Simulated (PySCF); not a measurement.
# Electronic structure of Ne²⁺ (neon, charge +2) at the UHF level

Configuration: [He] 2s2 2p4, high-spin 3P determinant. All numbers are calculated (PySCF 2.14, the non-relativistic Hamiltonian (point nucleus), in aug-cc-pVTZ (5s4p3d2f, 46 functions)).

| Property | Result |
| --- | --- |
| Total energy | -126.366558 hartree |
| One-electron energy | -166.5588 hartree |
| Hartree (Coulomb) energy | 51.3101 hartree |
| Exchange energy | -11.1179 hartree |
| Kinetic energy | 126.36184 hartree |
| ⟨S²⟩ | 2.0036 |
| ⟨L²⟩ | 2.007 |
| Sum of ⟨r⟩ | 5.196 bohr |
| Sum of ⟨r²⟩ | 4.978 bohr² |
| Traceless quadrupole moment −½Σ⟨3z² − r²⟩ along its main axis | -0.350 e·bohr² |
| Density at the nucleus (Gaussians lack the cusp) | 602 bohr⁻³ |
| Spin density at the nucleus | 0.0763 bohr⁻³ |
| Langevin diamagnetic susceptibility | -3.94 ×10⁻⁶ cm³/mol |

```json
{"shell": "1s α", "electrons": "1", "mean orbital energy (hartree)": "-34.70210", "spread (hartree)": "0", "rms radius, mean of both spins (bohr)": "0.183"}
{"shell": "1s β", "electrons": "1", "mean orbital energy (hartree)": "-34.56576", "spread (hartree)": "0", "rms radius, mean of both spins (bohr)": "0.183"}
{"shell": "2s α", "electrons": "1", "mean orbital energy (hartree)": "-3.64744", "spread (hartree)": "0", "rms radius, mean of both spins (bohr)": "0.907"}
{"shell": "2s β", "electrons": "1", "mean orbital energy (hartree)": "-3.17799", "spread (hartree)": "0", "rms radius, mean of both spins (bohr)": "0.907"}
{"shell": "2p α", "electrons": "3", "mean orbital energy (hartree)": "-2.57507", "spread (hartree)": "0.14278", "rms radius, mean of both spins (bohr)": "0.904"}
{"shell": "2p β", "electrons": "1", "mean orbital energy (hartree)": "-2.35581", "spread (hartree)": "0", "rms radius, mean of both spins (bohr)": "0.904"}
```

Spin-orbit constants ζ (cm⁻¹) from the X2C one-electron operator on these orbitals (non-relativistic here): bare nucleus, nucleus screened by l(l+1)(2l+1)/3 electrons, and screened by the Breit-Pauli mean field of the electrons.

```csv
shell,bare,screened nucleus,mean field
2p,837.7,670.2,597.6
```

To first order the Landé constant is A = -298.8 cm⁻¹, so the lowest level has J = 2 and lies 0.0370 eV below the centre of the term. This holds in LS coupling only.
